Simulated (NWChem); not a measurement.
Molecule: C$_{4}$H$_{3}$FN$_{2}$; SMILES Fc1cncnc1

```xyz
10

F      0.0000     0.0000     2.2396
C      0.0000     0.0000     0.8973
C      0.0000     1.1949     0.1870
N      0.0000     1.1974    -1.1499
C      0.0000     0.0000    -1.7462
N      0.0000    -1.1974    -1.1499
C      0.0000    -1.1949     0.1870
H      0.0000     2.1519     0.7050
H      0.0000     0.0000    -2.8334
H      0.0000    -2.1519     0.7050
```
Atoms are numbered in this order, from 1.

All runs: NWChem. Pople sets run with spherical d functions. Geometry: optimised at B3LYP/6-31G* (spherical d). Static field.

What does the run give for B3LYP/6-31+G*? Quantities: isotropic polarisability (bohr³); anisotropy (bohr³).

The isotropic polarisability (bohr³) is 56.0 and the anisotropy (bohr³) is 35.1.
